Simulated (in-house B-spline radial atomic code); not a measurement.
**RPA and G0W0 on B3LYP (VWN-RPA): Eu²⁺**

Configuration [Xe] 4f7, highest spin, mean-field start B3LYP (VWN-RPA). Computed with an all-electron radial atomic-structure program (B-spline basis): all electrons, scalar-relativistic (spin-free one-electron X2C), finite nucleus, each spin shell either full or empty, empty states to l = 9 with an (l + 1/2)⁻⁴ tail; G0W0 by contour deformation at full frequency.

Without the two-electron picture change, the correlation of inner shells comes somewhat too large for so heavy an element.

Command:
```bash
python run_gw.py task.json out
```
Settings (radii: box in bohr, nucleus in fm):
```
Z                        63
electrons                61
configuration            [Xe] 4f7
hamiltonian              x2c
method                   b3lyp
lmax                     9
rms_radius               5.1115
spin_polarised           True
box_radius               17.55
intervals                69
```

Cost of the run: 13 s on 1 thread of Arm Neoverse N1 (shared host).

Energies (hartree):

| term | value |
| --- | --- |
| mean-field total | -10843.23049 |
| Hartree-Fock functional on these orbitals | -10839.07951 |
| direct second order | -6.0452 |
| second-order exchange | 1.6049 |
| SOSEX correction | 1.4737 |

(1) What is the RPA correlation energy, and what remains with SOSEX?

Quasi-particle levels (eV):

| level | occupied | mean field | Σx - vxc | Σc | QP weight | G0W0 |
| --- | --- | --- | --- | --- | --- | --- |
| 4f up | yes | -19.708 | -8.72 | ? | ? | ? |
| 5p down | yes | -37.09 | -4.22 | -0.74 | 0.926 | -42.04 |
| 6s up | no | -13.637 | 3.46 | -1.15 | 0.971 | -11.328 |

G0W0 = mean field + (Σx - vxc) + Σc, with Σc (partial-wave tail included) taken at the quasi-particle energy. Only the outer levels were computed. Levels of low weight are left out.

(2) Where does G0W0 put 4f up?

Answers

(1) RPA gives -5.1727 hartree (-2.31 eV per electron); RPA + SOSEX gives -3.699, and the second-order doubles -4.4403 hartree (no singles). RPA lacks exchange-type terms and so overcorrelates at short range.

(2) At -25.191 eV, with Σc = 3.23 eV and a quasi-particle weight of 0.860. The tabulated removal energy is 24.84 ± 0.03 eV (NIST, semi-empirical); the calculation leaves out spin-orbit coupling, Breit and QED terms, and what these don't explain is the method's own error.
